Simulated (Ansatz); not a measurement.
Geometry optimisation, Ansatz 0.2.0, RKS BHLYP/def2-SVP.

Input:

```yaml
crystal:
  periodic: [false, false, false]
  atoms:
    - { symbol: Al, position_ang: [0.071392, 0.47536, -0.52551] }
    - { symbol: O, position_ang: [-0.068887, 0.013526, 2.393542] }
    - { symbol: H, position_ang: [-0.975317, -0.171777, 2.635426] }
    - { symbol: H, position_ang: [1.381281, -0.162098, -1.043696] }
    - { symbol: Cl, position_ang: [-1.838815, -0.181132, -1.038652] }
    - { symbol: F, position_ang: [0.134106, 1.901232, 0.356032] }
    - { symbol: H, position_ang: [-0.04496, 0.98339, 2.258658] }
basis:
  gaussian: { orbitals: def2-SVP }
hamiltonian:
  xc: { name: BHLYP }
relax:
  f_tol: 0.03
  max_steps: 50
```

Run as:

```bash
$ ansatz run input.yaml --threads 1 --pin off --max-ram 2048MiB --backend cpu --events-out ev --progress --plain --runs-dir out
```

Problem. Where does it end, and by what steps?

Solution. The forces met the threshold. After 11 steps the energy has fallen by 0.857 eV; H3 moved furthest, 0.60 Å. Joined: Al1–O2 (2.96 → 1.97 Å).

| step | energy less start (eV) | largest force component (eV/Å) | accepted |
| --- | --- | --- | --- |
| 0 | 0.0000 | 1.040 | yes |
| 1 | -0.1882 | 1.319 | yes |
| 2 | -0.4693 | 1.663 | yes |
| 3 | -0.7283 | 1.475 | yes |
| 4 | -0.8144 | 0.614 | yes |
| 5 | -0.8422 | 0.187 | yes |
| 6 | -0.8506 | 0.141 | yes |
| 7 | -0.8537 | 0.114 | yes |
| 8 | -0.8560 | 0.048 | yes |
| 9 | -0.8567 | 0.084 | yes |
| 10 | -0.8561 | 0.134 | no |
| 11 | -0.8570 | 0.015 | yes |

```xyz
7
Properties=species:S:1:pos:R:3
Al 0.070 0.480 -0.094
O -0.081 0.100 1.834
H -0.918 -0.317 2.059
H 1.323 -0.250 -0.661
Cl -1.874 -0.218 -0.610
F 0.170 2.123 0.202
H -0.032 0.939 2.305
```

Whether the end is a true minimum wasn't checked by a vibrational analysis.

Run time: 43 s on 1 thread of Arm Neoverse V1, on a shared host, peak memory 0.15 GiB.
